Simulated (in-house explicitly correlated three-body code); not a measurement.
Computed with an exponentially correlated three-body code. Model: two electrons around a point charge, non-relativistic, variational in 260 exponentially correlated functions (energies converged to about 1e-7 hartree, or 1e-8 relative for large Z).

For two electrons in a singlet the Kohn-Sham orbital is the square root of half the density, so the exact Kohn-Sham potential and energy parts follow from the density alone, and exchange is minus half the Hartree energy. The Kohn-Sham level equals minus the binding energy of the second electron.

Command:
```bash
python run_hyl.py task.json out
```
Settings (lengths in bohr, energies in hartree):
```
Z                      0.94
interaction_strength   1
functions              260
states_tried           1
```

Cost of the run: 7.8 s on 1 thread of Intel(R) Xeon(R) Platinum 8488C (Sapphire Rapids), on a shared host.

**Ground state only, binding against the one-electron ion.**

Given: nuclear charge 0.94.

Computed: one-electron threshold -0.4418 hartree.

```csv
term,energy (hartree),binding (eV)
1 1S,-0.449669043,0.21413
```

**Converged states only, values per electron or pair.**

```tsv
term	mean r (bohr)	mean r squared (bohr²)	mean inverse r (1/bohr)	mean r12 (bohr)	mean inverse r12 (1/bohr)	mean cosine	mean p1 dot p2 (bohr⁻²)	delta r1 (bohr⁻³)	delta r12 (bohr⁻³)
1 1S	3.3064	19.852	0.61692	5.492	0.26047	-0.10093	0.024241	0.13251	0.0016187
```

**Exact Kohn-Sham parts of the ground state from its density.**

Computed: Kohn-Sham kinetic 0.42322 hartree; Hartree energy 0.66341 hartree; exchange energy -0.33171 hartree; DFT correlation energy -0.044779 hartree; kinetic part of the DFT correlation energy 0.026454 hartree; potential part of the DFT correlation energy -0.071232 hartree; exact minus restricted Hartree-Fock -0.04039 hartree; Kohn-Sham level -0.21413 eV.

Problem. What is the restricted Hartree-Fock level?

Solution. -0.71551 eV.

Problem. What is the total energy?

Solution. -0.449669043 hartree.

**Density and exact potentials over r, pair density (one pair, times 4 pi r12^2) and exact minus Kohn-Sham pair density over r12.**

```csv
radius (bohr),radial density (electrons/bohr),exchange potential (hartree),intracule density (1/bohr),Coulomb hole against Kohn-Sham (1/bohr),correlation potential (hartree)
0.216,0.10387,-0.6063,0.0011401,-0.004627,-0.075
0.264,0.14201,-0.60172,0.0017596,-0.006766,-0.071
0.324,0.19159,-0.59519,0.0027501,-0.00989,-0.065
0.397,0.25178,-0.58629,0.0042958,-0.01425,-0.058
0.486,?,?,?,?,?
0.596,0.39667,-0.55846,0.010504,-0.02805,-0.036
0.73,0.46969,-0.53815,0.016335,-0.03774,-0.021
0.894,0.53011,-0.51284,0.025156,-0.04867,-0.003
1.1,0.56653,-0.48158,0.038472,-0.05946,0.017
1.34,0.56789,-0.44708,0.056239,-0.06649,0.037
1.64,0.53241,-0.40784,0.080019,-0.06649,0.054
2.01,0.46493,-0.36571,0.10851,-0.05555,0.066
2.47,0.37842,-0.32212,0.13797,-0.03268,0.068
3.02,0.29258,-0.28044,0.1602,-0.003892,0.059
3.7,0.21605,-0.24063,0.16774,0.02176,0.042
4.53,0.15419,-0.20421,0.15502,0.0343,0.024
5.56,0.10529,-0.17123,0.124,0.03129,0.011
6.81,0.068326,-0.14262,0.085546,0.01928,0.004
8.34,0.041188,-0.11801,0.051107,0.007615,0.002
10.2,0.022717,-0.097265,0.027008,0.001141,0.001
12.5,?,?,?,?,?
15.3,0.0047713,-0.065273,0.0052658,-0.0008861,0
18.8,0.0017012,-0.053169,0.0018438,-0.0004603,0
23,0.00050751,-0.043473,0.00054395,-0.0001712,0
28.2,0.00011705,-0.03546,0.00012443,-4.587e-05,0
```

Problem. What belongs in the row 0.486?

Solution. radial density (electrons/bohr): 0.32119; exchange potential (hartree): -0.57435; intracule density (1/bohr): 0.0067072; Coulomb hole against Kohn-Sham (1/bohr): -0.02018; correlation potential (hartree): -0.048.

Problem. What belongs in the row 12.5?

Solution. radial density (electrons/bohr): 0.01112; exchange potential (hartree): -0.079722; intracule density (1/bohr): 0.012648; Coulomb hole against Kohn-Sham (1/bohr): -0.0008908; correlation potential (hartree): 0.

The correlation energy of density-functional theory lies 4.4 millihartree below exact minus Hartree-Fock, because the Hartree-Fock density, unlike the exact one, minimises the Hartree-Fock energy.
